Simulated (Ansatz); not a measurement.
Basis-set extrapolation for Cl$_{2}$H$_{4}$OSi$_{2}$, SMILES `Cl[SiH2]O[SiH2]Cl` (PBE0-D4/def2-TZVP geometry, frozen core, Ansatz 0.2.0). Multiplicity 1, RHF reference.

```json
{"": "HF", "def2-TZVPP": "-1574.356921", "def2-QZVPP": "-1574.405378"}
{"": "MP2 correlation", "def2-TZVPP": "-0.848566", "def2-QZVPP": "-0.926751"}
{"": "CCSD(T) correlation", "def2-TZVPP": "-0.942806", "def2-QZVPP": "not run"}
```

Energies in hartree. Use E(X) = E(∞) + A·exp(−7.88·√X) for Hartree–Fock and E(X) = E(∞) + B·X^(−2.97) for correlation, with X = 3 and 4, and add CCSD(T) minus MP2 of the smaller set to the MP2 limit.

Problem. What is the CCSD(T) energy at the basis-set limit?

Solution. HF limit: -1574.405378 + (-0.048457) × 0.13774 = -1574.41205. MP2 limit: -0.926751 + (-0.078185) × 0.74074 = -0.98467. Higher-order term: -0.942806 − (-0.848566) = -0.09424. Total: -1575.49096 hartree, 502.1 kJ/mol below CCSD(T)/def2-TZVPP.
